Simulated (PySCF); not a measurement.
Cl3Ge, SMILES `[Cl][Ge]([Cl])[Cl]` (charge 0, multiplicity 2)

All values below come from ωB97X-D3(BJ)/def2-TZVP // B3LYP-D3(BJ)/def2-TZVP (PySCF).

```
Property                                                       Value
-----------------------------  -------------------------------------
highest occupied spin orbital                               -9.86 eV
dipole moment                                                 1.33 D
total energy                                            -94089.16 eV
cost                           about 4 core-minutes (a rough figure)
```

```xyz
4

Cl    -1.4887    -1.3924    -0.1893
Ge    -0.0007     0.0009     0.5680
Cl    -0.4609     1.9852    -0.1929
Cl     1.9503    -0.5937    -0.1859
```
Charge 0, spin multiplicity 2.
